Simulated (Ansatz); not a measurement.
System: C$_{2}$H$_{10}$OSi$_{2}$ (charge 0, singlet). SMILES: COC[SiH2][SiH3]
Structure (B3LYP-D3(BJ)/def2-TZVP (Ansatz, an electronic-structure program) minimum search):
```xyz
15

C     -2.8552    -0.5283     0.1947
O     -1.5280    -0.2602    -0.2076
C     -0.9465     0.8367     0.4815
Si     0.8227     1.0522    -0.1695
Si     1.9148    -1.0201    -0.1185
H     -2.9038    -0.7720     1.2635
H     -3.5093     0.3312     0.0019
H     -3.2047    -1.3820    -0.3842
H     -1.5372     1.7516     0.3285
H     -0.9260     0.6484     1.5653
H      1.5174     2.0355     0.7019
H      0.7945     1.5964    -1.5497
H      1.7391    -1.6422     1.2180
H      3.3692    -0.8486    -0.3627
H      1.3703    -1.9357    -1.1476
```

Property: vertical triplet-singlet gap (E(triplet) - E(singlet); each state is the SCF solution reached for its spin), in kcal/mol. Valence correlation only, unless marked. Open shells are spin-unrestricted. No spin-orbit coupling. Non-relativistic. CBS(X,Y): correlation extrapolated as X^-3; Hartree-Fock from the larger set.

| level | program | vertical triplet-singlet gap (kcal/mol) |
|---|---|---|
| HF/aug-cc-pV(D+d)Z | Ansatz | 145.9 |
| HF/aug-cc-pV(T+d)Z | Ansatz | 141.1 |
| HF/aug-cc-pV(Q+d)Z | Ansatz | 141.0 |
| SVWN5/def2-TZVPD | Ansatz | 129.6 |
| PBE/def2-TZVPD | Ansatz | 129.9 |
| r2SCAN/def2-TZVPD | Ansatz | 135.6 |
| B3LYP/def2-TZVPD | Ansatz | 141.1 |
| PBE0/def2-TZVPD | Ansatz | 139.2 |
| BHLYP/def2-TZVPD | Ansatz | 147.0 |
| CAM-B3LYP/def2-TZVPD | Ansatz | 145.6 |
| wB97M-V/def2-TZVPD | Ansatz | 148.3 |
| wB97X-V/def2-TZVPD | Ansatz | 149.0 |
| B2PLYP/def2-TZVPD | Ansatz | 145.4 |
| MP2/aug-cc-pV(D+d)Z | Ansatz | 151.1 |
| RI-MP2/aug-cc-pV(T+d)Z | Ansatz | 169.9 |
| RI-MP2/aug-cc-pV(Q+d)Z | Ansatz | 171.2 |
| RI-MP2/CBS(aug-cc-pV(T+d)Z,aug-cc-pV(Q+d)Z) | Ansatz | 172.3 |
| SCS-MP2/aug-cc-pV(D+d)Z | Ansatz | 153.3 |
| CCSD/aug-cc-pV(D+d)Z | Ansatz | 149.5 |
| CCSD(T)/aug-cc-pV(D+d)Z | Ansatz | 148.7 |
